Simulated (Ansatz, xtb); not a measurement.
**Relative energy of two isomers of CH7BSeSi**

Structure a: `B[Se][SiH2]C`, a singlet. Structure b: `CB[Se][SiH3]`, a singlet. Both are isolated molecules in the gas phase, relaxed with B3LYP-D3(BJ)/def2-SVP; the shapes shown needn't be the lowest conformers.

a (Å):

```tsv
atom	x (Å)	y (Å)	z (Å)
C	-1.0005	2.4332	0.4286
B	-0.7049	-0.6933	2.6154
Se	-1.7501	0.7335	3.3542
Si	-0.6880	2.5016	2.2793
H	0.1991	-0.4729	1.8523
H	-0.9961	-1.8098	2.9526
H	-1.2598	3.7400	2.8796
H	0.7681	2.4315	2.5832
H	-2.0794	2.4778	0.2145
H	-0.6016	1.4982	0.0059
H	-0.5079	3.2805	-0.0765
```

b (Å):

```xyz
11

C     0.9484   -0.0354    0.2229
B     0.5996   -0.4923   -1.2304
Se   -0.7687    0.2268   -2.3978
Si   -1.6900    1.8823   -1.0721
H     0.3556    0.7903    0.6418
H     2.0157    0.2511    0.2609
H     0.8588   -0.9041    0.9012
H     1.2116   -1.3924   -1.7521
H    -2.7651    2.5085   -1.8888
H    -0.6728    2.9080   -0.7107
H    -2.2744    1.3097    0.1722
```

Quicker runs give these differences E(b) − E(a): GFN2-xTB −0.096 eV; HF/STO-3G +0.051 eV (at GFN2-xTB geometries); r2SCAN-D4/def2-SVP −0.094 eV (at GFN2-xTB geometries).

**Question.** Estimate E(b) − E(a) at the level CCSD(T)/def2-SVP + ΔMP2/def2-TZVPP.

**Answer.** Too close to call at this level: CCSD(T)/def2-SVP + ΔMP2/def2-TZVPP gives E(b) − E(a) = +0.005 eV.

How the difference moves with the method:

```
                             level               geometry  E(b) − E(a) (eV)  departure from the last row (eV)  job, with rough time for the two
                          GFN2-xTB               GFN2-xTB              −0.096                            −0.101              optimisation, 0.45 s
                         HF/STO-3G               GFN2-xTB              +0.051                            +0.046              single point, 0.48 s
                r2SCAN-D4/def2-SVP               GFN2-xTB              −0.094                            −0.099                 single point, 5 s
             B3LYP-D3(BJ)/def2-SVP  B3LYP-D3(BJ)/def2-SVP              −0.081                            −0.087                optimisation, 72 s
                       HF/def2-SVP  B3LYP-D3(BJ)/def2-SVP              −0.064                            −0.070           part of the CCSD(T) run
                      MP2/def2-SVP  B3LYP-D3(BJ)/def2-SVP              −0.063                            −0.068           part of the CCSD(T) run
                  CCSD(T)/def2-SVP  B3LYP-D3(BJ)/def2-SVP              −0.072                            −0.078                      single point
CCSD(T)/def2-SVP + ΔMP2/def2-TZVPP  B3LYP-D3(BJ)/def2-SVP              +0.005                                                  single point, 47 s
```

As drawn, b has 1 C–B, 1 Si–H in place of 1 C–Si, 1 B–H.

The largest departure from CCSD(T)/def2-SVP + ΔMP2/def2-TZVPP is that of GFN2-xTB, 0.101 eV. The last row adds to CCSD(T) the change of the MP2 difference between the two basis sets, here +0.078 eV.

With harmonic frequencies from B3LYP-D3(BJ)/def2-SVP (ideal gas, rigid rotor, one conformer each, 298.15 K, 1 atm): on the last row, ΔE + ΔZPE = −0.011, ΔH = −0.009, ΔG = −0.018 eV.

The correlated steps freeze 16 core orbitals; the filled d shell of Se is correlated, in a basis made for valence electrons. Mirror images aren't counted in ΔG. Codes used: Ansatz 0.2.0, xtb 6.7.1; the last row on 2 threads of Arm Neoverse V1 on a shared host.
